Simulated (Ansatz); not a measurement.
The cluster ZnB₇⁻, 8 atoms. Hardware: 4 threads of Intel Xeon Platinum 8259CL on a shared host.

Correlated methods freeze 16 core orbitals.

How many basis functions does each of these Ansatz runs have, and roughly what does it cost? MP2/def2-TZVPD, charge -1 singlet, energy, from earlier orbitals; PBE0-D4/def2-SVPD, charge -1 singlet, relaxation, 16 steps; r2SCAN-D4/def2-TZVPD, charge -1 singlet, energy, from earlier orbitals; LDA (SPW92)/def2-TZVPD, charge -1 singlet, energy, from earlier orbitals; CCSD(T)/def2-SVPD, charge -1 singlet, energy, from earlier orbitals; HSE06-D4/def2-TZVPD, charge -1 singlet, energy, from earlier orbitals; PBE-D4/def2-TZVPD, charge -1 singlet, energy and forces, from earlier orbitals; PBE0-D4/def2-TZVPD, charge -1 singlet, energy, from earlier orbitals; PBE-QIDH/def2-TZVPD, charge -1 singlet, energy, from earlier orbitals.

Other jobs shared the machine, so times can vary by a factor of up to 3. A dash marks memory too small to be measured apart from the calling script's.

| run | functions | fitting or Cholesky vectors | wall time | peak host memory (GiB) |
| --- | --- | --- | --- | --- |
| LDA (SPW92)/def2-TZVPD, charge -1 singlet, energy, from earlier orbitals | 310 | 1619 | 3.3 s | – |
| PBE-D4/def2-TZVPD, charge -1 singlet, energy and forces, from earlier orbitals | 310 | 1619 | 7 s | – |
| r2SCAN-D4/def2-TZVPD, charge -1 singlet, energy, from earlier orbitals | 310 | 1619 | 8.5 s | – |
| HSE06-D4/def2-TZVPD, charge -1 singlet, energy, from earlier orbitals | 310 | 1692 | 10 s | 1.1 |
| PBE-QIDH/def2-TZVPD, charge -1 singlet, energy, from earlier orbitals | 310 | 2009 | 16 s | 1.1 |
| PBE0-D4/def2-TZVPD, charge -1 singlet, energy, from earlier orbitals | 310 | 1692 | 18 s | 0.98 |
| MP2/def2-TZVPD, charge -1 singlet, energy, from earlier orbitals | 310 | 2009 | 36 s | 1.3 |
| PBE0-D4/def2-SVPD, charge -1 singlet, relaxation, 16 steps | 174 | 1544 | 61 s | 0.55 |
| CCSD(T)/def2-SVPD, charge -1 singlet, energy, from earlier orbitals | 174 | 1708 | 72 s | 1.9 |
